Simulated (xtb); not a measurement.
C2H5F2NSi, SMILES C/C=N/[SiH](F)F. All values are semi-empirical tight-binding results from xtb (GFN2-xTB unless named), good for trends rather than for accurate numbers. The structure is a stationary point at GFN2-xTB. The structure was generated by enumeration; whether it is a known compound was not checked. Other conformers were not sampled.

Optimised geometry:

Bonded distances (Å): C1–C2 1.484, C1–H7 1.090, C1–H8 1.089, C1–H9 1.086, C2–N3 1.253, C2–H10 1.098, N3–Si4 1.699, Si4–F5 1.594, Si4–F6 1.606, Si4–H11 1.437. Bond angles (°): C2–C1–H7 109.4, C2–C1–H8 109.6, C2–C1–H9 110.6, H7–C1–H8 107.5, H7–C1–H9 109.7, H8–C1–H9 110.0, C1–C2–N3 121.8, C1–C2–H10 115.2, N3–C2–H10 123.0, C2–N3–Si4 138.2, N3–Si4–F5 105.7, N3–Si4–F6 117.0, N3–Si4–H11 112.0, F5–Si4–F6 101.8, F5–Si4–H11 111.2, F6–Si4–H11 108.6.
Charge 0, spin multiplicity 1.

Computed properties:
- orbital gap = 2.96 eV
- dipole moment = 3.94 D
- zero-point energy = 44.6 kcal/mol
- G − E(el) at 298.15 K (modified RRHO) = 23.9 kcal/mol
- static polarisability (D4 model) = 68.0 bohr³
- solvation energy, GFN2-xTB/ALPB(water) = -2.4 kcal/mol
- solvation energy, GFN2-xTB/ALPB(ether) = -4.0 kcal/mol

Computed atomic charges and the Wiberg bond orders between heavy atoms:
charges (e) C1 -0.12, C2 0.11, N3 -0.28, Si4 0.63, F5 -0.26, F6 -0.27, H7 0.08, H8 0.07, H9 0.07, H10 0.02, H11 -0.05. Bond orders C1–C2 1.05, C2–N3 1.90, N3–Si4 1.13, Si4–F5 1.08, Si4–F6 1.06.
